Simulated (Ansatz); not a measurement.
Basis-set series for C$_{5}$H$_{8}$AlFO$_{3}$, SMILES `CC1=CC(C)=[O+][Al-]([OH])([F])[O]1`. Total charge 0; spin multiplicity 1. The geometry is a stationary point of PBE0-D4/def2-TZVP. It is one conformer, not always the lowest.

```tsv
functional	basis	functions	energy (Eh)	HOMO (eV)	LUMO (eV)
PBE0-D4	def2-SVP	184	-762.40662	-7.68	-2.13
PBE0-D4	def2-QZVPP	823	-763.14162	-7.75	-2.23
ωB97M-V	def2-SVP	184	-762.87888	-9.79	0.00
ωB97M-V	def2-QZVPP	823	-763.62822	-9.87	-0.15
```

Give the rows for def2-TZVPP. (Best estimate.)

Ansatz gave: 
```json
{"functional": "PBE0-D4", "basis": "def2-TZVPP", "functions": "433", "energy (Eh)": "-763.10407", "HOMO (eV)": "-7.72", "LUMO (eV)": "-2.20"}
{"functional": "ωB97M-V", "basis": "def2-TZVPP", "functions": "433", "energy (Eh)": "-763.59298", "HOMO (eV)": "-9.84", "LUMO (eV)": "-0.10"}
```
